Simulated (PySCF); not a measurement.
M06-2X single point of doublet IF₄ at its PBE0 minimum.

An equivalent PySCF input for this run (the driver started from the density of an earlier step):

```python
from pyscf import gto, scf, dft
mol = gto.M(atom='''
I      0.000000    -0.000024     0.101743
F      1.933188     0.000188    -0.174876
F     -1.933188    -0.000105    -0.174876
F     -0.000146     1.933230    -0.174416
F      0.000146    -1.933146    -0.175336''',
    basis={'I': 'def2-SVP', 'F': 'def2-SVP'},
    ecp={'I': 'def2-SVP'},
    charge=0, spin=1)
mf = dft.UKS(mol, xc='M062X')
mf.grids.atom_grid = (90, 434)
aux = {'I': 'def2-universal-JKFIT', 'F': 'def2-universal-JKFIT'}
mf = mf.density_fit(auxbasis=aux)
mf.conv_tol = 1e-08
mf.diis_space = 10
mf.max_cycle = 60
mf.verbose = 4
mf.kernel()
```

Excerpt of the output:

```
init E= -696.325827239861
cycle= 1 E= -696.333194708048  delta_E= -0.00737  |g|= 0.0423  |ddm|= 0.193
cycle= 2 E= -696.3336579722  delta_E= -0.000463  |g|= 0.0378  |ddm|= 0.0866
cycle= 3 E= -696.334201288888  delta_E= -0.000543  |g|= 0.0094  |ddm|= 0.0353
cycle= 4 E= -696.334269424476  delta_E= -6.81e-05  |g|= 0.00262  |ddm|= 0.0163
cycle= 5 E= -696.3342849862  delta_E= -1.56e-05  |g|= 0.000895  |ddm|= 0.01
cycle= 6 E= -696.334288424663  delta_E= -3.44e-06  |g|= 0.0003  |ddm|= 0.00602
cycle= 7 E= -696.334288684849  delta_E= -2.6e-07  |g|= 0.000113  |ddm|= 0.00144
cycle= 8 E= -696.334288734054  delta_E= -4.92e-08  |g|= 3.9e-05  |ddm|= 0.000652
cycle= 9 E= -696.334288738806  delta_E= -4.75e-09  |g|= 1.51e-05  |ddm|= 0.000217
Extra cycle  E= -696.33428873881  delta_E= -4.09e-12  |g|= 1.88e-05  |ddm|= 2.55e-05
converged SCF energy = -696.33428873881  <S^2> = 0.75623743  2S+1 = 2.0062277
```

Spin–orbit coupling, left out here, can matter for elements this heavy.

This run, together with those of the ionised and electron-attached species (not shown), took 10 s on 2 threads of a shared Intel Xeon 6975P-C (Granite Rapids) host, with 82 basis functions; the process peaked at 1 GiB.
